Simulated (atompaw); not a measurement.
# An all-electron radial function and its pseudo partner (phosphorus)

Columns: radius, all-electron u(r) and pseudo u(r) of the 3s shell (level -23.23 eV) of phosphorus in the configuration [Ne] 3s2 3p2; PBEsol, scalar-relativistic, PAW (atompaw) scheme, atompaw 4.2.0.5.

```tsv
r (bohr)	all-electron	pseudo
0.069	0.1950	0.0125
0.138	0.0009	0.0265
0.208	-0.2153	0.0436
0.277	-0.3480	0.0646
0.346	-0.3914	0.0907
0.415	-0.3635	0.1224
0.485	-0.2850	0.1608
0.554	-0.1779	0.2047
0.623	-0.0561	0.2541
0.692	0.0695	0.3082
0.762	0.1935	0.3668
0.831	0.3074	0.4268
0.900	0.4104	0.4874
0.969	0.5011	0.5469
1.038	0.5792	0.6037
1.108	0.6456	0.6567
1.177	0.6991	0.7030
1.246	0.7412	0.7420
1.315	0.7728	0.7728
1.385	0.7951	0.7951
1.454	0.8084	0.8084
1.523	0.8142	0.8142
1.592	0.8133	0.8133
1.662	0.8067	0.8067
1.731	0.7953	0.7953
1.800	0.7798	0.7798
```

How many radial nodes do the two functions have?

The all-electron 3s function has n − l − 1 = 2; the pseudo-wave has 0, since the states of the same l below it are removed with the core.

At about which radius was the pseudo-wave matched?

1.35 bohr, where the columns begin to agree (steps of 0.07 bohr).

Where does each function peak?

Outermost all-electron maximum near 1.52 bohr, pseudo maximum near 1.52 bohr (to the table’s step).

Is the pseudo-wave norm-conserving?

No, it belongs to a PAW set: the norm inside the radius is not constrained, and the difference is carried by the augmentation charge.
